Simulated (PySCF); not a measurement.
An equivalent PySCF input for Te²⁺ (tellurium, charge +2), [Kr] 4d10 5s2 5p2, high-spin 3P determinant, with a scalar-relativistic core potential:

```python
from pyscf import gto, scf, dft, mp, cc
import basis_set_exchange as bse
txt = bse.get_basis("aug-cc-pVDZ-PP", elements=["Te"], fmt="nwchem", header=False)
cut = txt.index("\nECP")
mol = gto.M(atom="Te 0 0 0", charge=2, spin=2, symmetry="D2h",
            basis=gto.basis.parse(txt[:cut]),
            ecp={"Te": gto.basis.parse_ecp(txt[cut:])})
mf = dft.UKS(mol, xc="PBE")
mf.irrep_nelec = {'Ag': (4, 4), 'B1g': (1, 1), 'B2g': (1, 1), 'B3g': (1, 1), 'B1u': (2, 1), 'B2u': (2, 1), 'B3u': (1, 1)}
mf.kernel()
```

It reaches the same state as the run whose output follows, with an energy that differs only through the grid. The run itself started from symmetry-adapted Hartree-Fock orbitals and held the occupation by maximum overlap, on a logarithmic radial grid, so the iterations belong to that start.

```
SCF conv_tol = 1e-09
number electrons alpha = 12  beta = 10
XC functionals = PBE
    J. P. Perdew, K. Burke, and M. Ernzerhof.,  Phys. Rev. Lett. 77, 3865 (1996)
    J. P. Perdew, K. Burke, and M. Ernzerhof.,  Phys. Rev. Lett. 78, 1396 (1997)
    J. P. Perdew, K. Burke, and M. Ernzerhof.,  Phys. Rev. Lett. 77, 3865 (1996)
    J. P. Perdew, K. Burke, and M. Ernzerhof.,  Phys. Rev. Lett. 78, 1396 (1997)
cycle= 1 E= -266.957107552615  delta_E= -0.00587  |g|= 0.0131  |ddm|= 0.447
cycle= 2 E= -266.957149558629  delta_E= -4.2e-05  |g|= 0.00409  |ddm|= 0.0161
cycle= 3 E= -266.957154332312  delta_E= -4.77e-06  |g|= 0.000437  |ddm|= 0.00955
cycle= 4 E= -266.957154415257  delta_E= -8.29e-08  |g|= 1.43e-05  |ddm|= 0.00192
cycle= 5 E= -266.957154415383  delta_E= -1.26e-10  |g|= 1.48e-07  |ddm|= 6.15e-05
converged SCF energy = -266.957154415383  <S^2> = 2.0012864  2S+1 = 3.0008575
```

Energies and moments cover only the electrons outside the core potential.
